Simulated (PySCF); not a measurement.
cis-Zr(PH3)2Cl4 (singlet state).
Bonds: Zr1–P2, Zr1–Cl6, Zr1–P7, Zr1–Cl11, Zr1–Cl12, Zr1–Cl13. Hydrogens: H3, H4, H5 on P2; H8, H9, H10 on P7.

The calculation used PySCF, PBE0-D3(BJ)/def2-SVP geometry optimisation, gas phase, def2 core potentials past Kr.

Question: How far are the bound atoms from Zr1?

Answer: 6 atoms: Cl6 2.357 Å, Cl11 2.357 Å, Cl13 2.405 Å, Cl12 2.407 Å, P2 2.838 Å, P7 2.842 Å. The nearest atom not counted as bound is H3, at 3.72 Å (others tie with it).

Question: List the angles at Zr1.

Answer: 
```tsv
angle	degrees	distance of the outer atoms (Å)
P7–Zr1–Cl11	167.0	5.17
P2–Zr1–Cl6	166.4	5.16
Cl12–Zr1–Cl13	147.6	4.62
Cl6–Zr1–Cl11	109.9	3.86
Cl11–Zr1–Cl13	99.9	3.65
Cl6–Zr1–Cl12	99.9	3.65
Cl6–Zr1–Cl13	98.6	3.61
Cl11–Zr1–Cl12	98.5	3.61
P2–Zr1–Cl11	83.8	3.49
P2–Zr1–P7	83.2	3.77
Cl6–Zr1–P7	83.1	3.47
P7–Zr1–Cl13	78.4	3.34
P2–Zr1–Cl13	78.3	3.33
P7–Zr1–Cl12	77.7	3.31
P2–Zr1–Cl12	77.5	3.30
```

Question: Describe the arrangement about Zr1 in numbers.

Answer: The three widest angles are 167.0°, 166.4° and 147.6°, the others run from 77.5° to 109.9°. The Zr–Cl distances aren't all alike: 2.357 to 2.407 Å.

Question: What are the other bond lengths?

Answer: P2–H3 and 5 like bonds 1.418 Å.

Question: What are the rotational constants (commonest isotopes, rigid rotor)?

Answer: A = 610.6, B = 565.0, C = 523.1 MHz: an asymmetric top.

Charge 0, singlet. Stationary, but not proved a minimum.
